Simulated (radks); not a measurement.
Values are calculated unless marked as measured or tabulated.
Q: Zn I, 30 electrons, occupied as [Ar] 3d10 4s2. Level of theory: scalar-relativistic Kohn-Sham, exchange-only LDA, spin-polarised, spherical densities, point nucleus (a radial shooting solver on a logarithmic mesh with Libxc functionals). Some entries of the table are withheld. Estimate them.

orbital  occ.  eigenvalue (hartree)  <1/r> (bohr^-1)  <r> (bohr)
1s          2             -349.2994            30.18     0.05038
2s          2             -42.42837            6.573      0.2266
2p          6             -36.81421            6.457      0.1985
3s          2              -4.67407              (1)      0.6824
3p          6              -3.00727            1.935      0.7144
3d         10                   (2)            1.507      0.9167
4s          2              -0.19080              (3)       2.686

A: 
(1) 3s <1/r> (bohr^-1): 2.088
(2) 3d eigenvalue (hartree): -0.33271
(3) 4s <1/r> (bohr^-1): 0.4882
